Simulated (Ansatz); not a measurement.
Single points on 1-butyl-3-methylimidazolium (C8H15N2⁺).

```yaml
crystal:
  periodic: [false, false, false]
  atoms:
    - {symbol: C, position_ang: [-3.355476, -0.861185, 0.737947]}
    - {symbol: C, position_ang: [-2.222556, 0.080263, 0.360947]}
    - {symbol: C, position_ang: [-1.659995, -0.198976, -1.026283]}
    - {symbol: C, position_ang: [-0.555461, 0.749614, -1.465603]}
    - {symbol: N, position_ang: [0.634729, 0.674405, -0.608401]}
    - {symbol: C, position_ang: [0.997943, 1.579130, 0.357641]}
    - {symbol: C, position_ang: [2.134459, 1.105895, 0.946350]}
    - {symbol: N, position_ang: [2.440142, -0.082273, 0.327641]}
    - {symbol: C, position_ang: [3.593677, -0.919188, 0.623034]}
    - {symbol: C, position_ang: [1.519320, -0.322530, -0.606558]}
    - {symbol: H, position_ang: [-4.195402, -0.779917, 0.030139]}
    - {symbol: H, position_ang: [-3.744481, -0.635174, 1.741352]}
    - {symbol: H, position_ang: [-3.022457, -1.911389, 0.739037]}
    - {symbol: H, position_ang: [-2.577920, 1.125780, 0.401428]}
    - {symbol: H, position_ang: [-1.416800, 0.003626, 1.113881]}
    - {symbol: H, position_ang: [-1.297569, -1.241170, -1.089802]}
    - {symbol: H, position_ang: [-2.461051, -0.120070, -1.780476]}
    - {symbol: H, position_ang: [-0.233238, 0.546899, -2.497359]}
    - {symbol: H, position_ang: [-0.893305, 1.795179, -1.430761]}
    - {symbol: H, position_ang: [0.426244, 2.483723, 0.551695]}
    - {symbol: H, position_ang: [2.743057, 1.520000, 1.747113]}
    - {symbol: H, position_ang: [3.510098, -1.860268, 0.066731]}
    - {symbol: H, position_ang: [3.621286, -1.140074, 1.698127]}
    - {symbol: H, position_ang: [4.517040, -0.402631, 0.326823]}
    - {symbol: H, position_ang: [1.497727, -1.189639, -1.264609]}
basis:
  gaussian: {orbitals: def2-TZVP, initial_orbitals: start.molden}
total_charge: 1
hamiltonian: {xc: pbe0, dispersion: d4}
scf: {omitted_lower_state_checks: [starts]}
output: {orbitals: {seedname: orbitals}}
```

The file start.molden holds the orbitals of an earlier run on this structure, at another level or in another basis.

```sh
$ ansatz run in.yaml --threads 4 --pin off --events-out ev --progress --plain --max-ram 6963MiB
```

Shortened log:

```
Functional definition: PBE0
2410 factors; their error is unknown
mean field evaluation 1: about -11499.9729 eV, gradient 1.6e2 eV
mean field evaluation 2: about -11505.4034 eV, gradient 4.6e0 eV
mean field evaluation 4: about -11505.4127 eV, gradient 7.8e-1 eV
mean field evaluation 8: about -11505.4136 eV, gradient 1.6e-5 eV
mean field -11505.41358381 eV, -422.8161505556 hartree, gradient 1.6e-5 eV, S^2 0.000000; 0 other end points of the search recorded, 0 dependent functions left out
reference -11505.41362685 eV, -422.8161521373 hartree; 38, 38 occupied and 362, 362 virtual orbitals, 2410 factors
Total energy: -11505.91067710 eV, -422.8344183972 hartree
Checks for a lower state left out: starts
```

Run time 20 s (4 threads of Arm Neoverse N1 on a shared host), peak host memory 1.8 GiB.

The first input with `hamiltonian: {xc: {name: LC-wPBE}}`, `output: {forces: true, orbitals: {seedname: orbitals}}` (abridged; 19 s):

```
Functional definition: LC-wPBE
mean field -11511.79049366 eV, -423.0504976702 hartree, gradient 1.2e-5 eV, S^2 0.000000
Total energy: -11511.79049367 eV, -423.0504976706 hartree
Atom 0 force    -0.200046    -0.183197     0.026710 eV/Å
Atom 1 force     0.176098     0.289916     0.178588 eV/Å
Atom 2 force    -0.101296    -0.271344    -0.228335 eV/Å
Atom 3 force    -0.079138     0.213712    -0.220917 eV/Å
Atom 4 force     0.389888    -0.294903     0.174202 eV/Å
Atom 5 force     0.434555    -0.141567     0.258535 eV/Å
Atom 6 force    -0.423408     0.219483    -0.201419 eV/Å
Atom 7 force    -0.428420     0.110886    -0.279692 eV/Å
Atom 8 force     0.284993    -0.198868     0.077504 eV/Å
Atom 9 force     0.024530     0.259625     0.188906 eV/Å
Atom 10 force     0.270993    -0.013237     0.214039 eV/Å
Atom 11 force     0.137479    -0.055817    -0.315484 eV/Å
Atom 12 force    -0.089103     0.330073    -0.004261 eV/Å
Atom 13 force     0.080504    -0.324979    -0.018678 eV/Å
Atom 14 force    -0.260631    -0.002284    -0.227485 eV/Å
Atom 15 force    -0.107726     0.322222     0.041568 eV/Å
Atom 16 force     0.228077    -0.007041     0.246044 eV/Å
Atom 17 force    -0.105833     0.030629     0.314215 eV/Å
Atom 18 force     0.088038    -0.307508     0.000114 eV/Å
Atom 19 force     0.186028    -0.318276    -0.078421 eV/Å
Atom 20 force    -0.200918    -0.154679    -0.278436 eV/Å
Atom 21 force     0.016847     0.284471     0.158206 eV/Å
Atom 22 force    -0.024399     0.073924    -0.336490 eV/Å
Atom 23 force    -0.308097    -0.150962     0.089325 eV/Å
Atom 24 force     0.010986     0.289722     0.221663 eV/Å
Dipole moment:     0.984735     0.009483    -0.101352 e Å
Checks for a lower state left out: starts
```

The first input with `gaussian: {orbitals: 6-31G}`, `hamiltonian: {xc: {name: B3LYP}, dispersion: d4}` (abridged; 4.4 s):

```
Functional definition: B3LYP
mean field evaluation 16: about -11511.9831 eV, gradient 7.0e-5 eV
mean field -11511.98305429 eV, -423.0575741427 hartree, gradient 8.6e-5 eV, S^2 0.000000
Total energy: -11512.90017191 eV, -423.0912775936 hartree
Checks for a lower state left out: starts
```

The first input with `gaussian: {orbitals: def2-SVP, initial_orbitals: start.molden}`, `hamiltonian: {xc: pbe, dispersion: d4}` (abridged; 5.5 s):

```
Functional definition: PBE
mean field -11491.71492668 eV, -422.3127341912 hartree, gradient 2.4e-5 eV, S^2 0.000000
Total energy: -11492.29914514 eV, -422.3342038236 hartree
Checks for a lower state left out: starts
```

The first input with `gaussian: {orbitals: def2-SVP, initial_orbitals: start.molden}`, `correlation: {method: mp2}` and without the key `hamiltonian` (abridged; 8 s):

```
Functional definition: HF
mean field -11430.89545346 eV, -420.0776597756 hartree, gradient 2.8e-6 eV, S^2 0.000000
10 core orbitals not correlated: weight in the atoms' cores, before any rotation towards them, 1.000 or more for the frozen orbitals, at most 0.000 for the correlated occupied ones
second order -38.93733340 eV of doubles, -0.00000000 eV of singles
Total energy: -11469.83278686 eV, -421.5085803852 hartree
Checks for a lower state left out: starts
```

Geometry: PBE0-D4/def2-SVP.

LC-ωPBE has ω = 0.4 bohr⁻¹. B3LYP takes the VWN-RPA correlation. Correlated methods freeze 10 core orbitals.
